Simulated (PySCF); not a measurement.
Pt₂O₂: fields on a plane

Computed with PBE0/[Pt def2-TZVP with ECP60, O def2-TZVP], scalar-relativistic core potentials, density fitting, no spin–orbit coupling, PySCF.

The singlet minimum has Pt–O 1.918 Å (×4); O–Pt–O 81.2° (×2), Pt–O–Pt 94.6° (×2).

The plane holds Pt1 at (0.00, 0.00), Pt2 at (2.82, 0.00), O3 at (1.41, 1.30) Å. Columns run from x = -1.95 to 5.25 Å, rows from y = 3.75 (top) to -1.95 Å, in steps of 0.3 Å. Other isomers or separated fragments may lie lower. Core electrons replaced by a potential are absent, the electrostatic potential uses the reduced nuclear charge, and values within about 0.7 Å of such atoms have no physical meaning.

Question: Give the lowest empty orbital (Å^-3/2) at -3.42 eV (cut at ±0.3; overall sign arbitrary). Lower edges of the bins (Å^-3/2): '0' -0.300, '1' -0.240, '2' -0.180, '3' -0.120, '4' -0.060, '5' 0.000, '6' 0.060, '7' 0.120, '8' 0.180, '9' 0.240; top 0.30.

Answer: 
```
5555555555554444444444444
5555555555554444444444444
5555555555554444444444444
5555555555554444444444444
5555555555554444444444444
5555555666654333444444444
5555666667753223333444444
5556666678960023333334444
5566676679990013322333444
5567776557970034322233444
5567896114653478510133444
5567995001445699800134444
5556786202445699511344444
4443203797554300588655555
4432000998554300499866555
4331001575445432699876555
4332111344346655788766555
4433222333346666777766555
4433333333345666666665555
4443333333445566666655555
```

Question: Give the electrostatic potential (V) (cut at 20 V). Lower edges of the bins (V): '_' -1.50, '.' -1.37, ':' -1.17, '-' -0.85, '=' -0.35, '+' 0.45, '*' 1.72, '#' 3.74, '%' 6.93, '@' 11.99; top 20.0, each point printed twice.

Answer: 
```
==============------------------==================
==============--------------------================
==============----::::::::::------================
==============----::......::::----================
==============----::..__....::--==================
++++++++++======----======------======++++++++++==
++++++++++++++====++##%%%%**++====++++++++++++++++
++++++++****++++**%%@@@@@@@@**++++******++++++++++
++++******########@@@@@@@@@@##########******++++++
++****##%%%%@@@@%%@@@@@@@@@@%%%%@@%%%%##****++++++
++**##%%@@@@@@@@@@@@@@@@@@@@@@@@@@@@@@%%##****++++
****##%%@@@@@@@@@@@@%%%%%%@@@@@@@@@@@@@@%%****++++
****##@@@@@@@@@@@@@@@@%%%%@@@@@@@@@@@@@@%%##**++++
****##@@@@@@@@@@@@@@@@%%%%@@@@@@@@@@@@@@%%##**++++
****##%%@@@@@@@@@@@@%%%%%%@@@@@@@@@@@@@@%%##**++++
****##%%@@@@@@@@@@@@%%%%%%%%@@@@@@@@@@%%##****++++
****####%%%%@@@@%%####%%%%##%%%%@@@@%%####****++++
++******########******####******########****++++++
++++**********++++============++**********++++++++
++++++++++++++====::..____::--==++++++++++++++++++
```

No spin–orbit coupling is included, which matters more the heavier the element.
